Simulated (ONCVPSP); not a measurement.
**Reading a pseudo-wave (Mn)**

Columns: radius, all-electron u(r) and pseudo u(r) of the 3d shell (level -7.59 eV) of manganese in the configuration [Ne] 3s2 3p6 3d5 4s1.5 4p0.5; PBE, scalar-relativistic, ONCV scheme, ONCVPSP 4.0.1.

| r (bohr) | all-electron | pseudo |
| --- | --- | --- |
| 0.090 | 0.0461 | 0.0103 |
| 0.180 | 0.2015 | 0.0751 |
| 0.270 | 0.3967 | 0.2184 |
| 0.360 | 0.5753 | 0.4221 |
| 0.450 | 0.7139 | 0.6380 |
| 0.540 | 0.8095 | 0.8143 |
| 0.630 | 0.8657 | 0.9209 |
| 0.720 | 0.8895 | 0.9564 |
| 0.810 | 0.8892 | 0.9414 |
| 0.900 | 0.8719 | 0.9014 |
| 0.990 | 0.8435 | 0.8553 |
| 1.080 | 0.8081 | 0.8110 |
| 1.170 | 0.7689 | 0.7691 |
| 1.260 | 0.7278 | 0.7278 |
| 1.350 | 0.6864 | 0.6864 |
| 1.440 | 0.6457 | 0.6456 |
| 1.530 | 0.6062 | 0.6061 |
| 1.620 | 0.5683 | 0.5682 |
| 1.710 | 0.5322 | 0.5321 |
| 1.800 | 0.4981 | 0.4980 |
| 1.890 | 0.4660 | 0.4659 |
| 1.980 | 0.4358 | 0.4357 |
| 2.070 | 0.4075 | 0.4075 |
| 2.160 | 0.3810 | 0.3810 |
| 2.250 | 0.3563 | 0.3563 |
| 2.340 | 0.3332 | 0.3331 |

(1) How many radial nodes do the two functions have?

(2) At about which radius was the pseudo-wave matched?

(3) Is the pseudo-wave norm-conserving?

Results:

(1) The all-electron 3d function has n − l − 1 = 0; the pseudo-wave has 0.

(2) 1.25 bohr, where the columns begin to agree (steps of 0.09 bohr).

(3) Yes: the ONCV scheme keeps the norm inside the radius equal to the all-electron one, which fixes the energy derivative of the logarithmic derivative at the level.
